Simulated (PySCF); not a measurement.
## Ga₂O: how level, basis and relativity move the structure

Each row is its own optimisation.

Each entry is the lowest minimum that a search over a few typed start shapes (and spin states, where more than one is plausible) found, or that minimum re-optimised at the stated level; isomers with ligand–ligand bonds, or fragments after loss of a ligand pair, can lie lower. Open shells are unrestricted; no spin–orbit coupling; PySCF with density fitting.

```json
{"level": "B3LYP/def2-TZVP (no relativity)", "2S+1": "1", "point group": "D∞h", "mean bond to O (Å)": "1.815", "lowest ω (cm⁻¹)": "71", "atomisation (kJ/mol)": "879", "polar-tensor charge of O": "-1.24"}
{"level": "PBE/def2-TZVP (no relativity)", "2S+1": "1", "point group": "D∞h", "mean bond to O (Å)": "1.826", "lowest ω (cm⁻¹)": "56", "atomisation (kJ/mol)": "925", "polar-tensor charge of O": "-1.18"}
{"level": "PBE0/def2-TZVP (no relativity)", "2S+1": "1", "point group": "D∞h", "mean bond to O (Å)": "1.801", "lowest ω (cm⁻¹)": "66", "atomisation (kJ/mol)": "875", "polar-tensor charge of O": "-1.24"}
```

Across these levels the mean bond spreads over 0.025 Å and the highest wavenumber over 51 cm⁻¹; all give the same point group.

Levels that gave another bonding pattern or an unsound solution are left out.
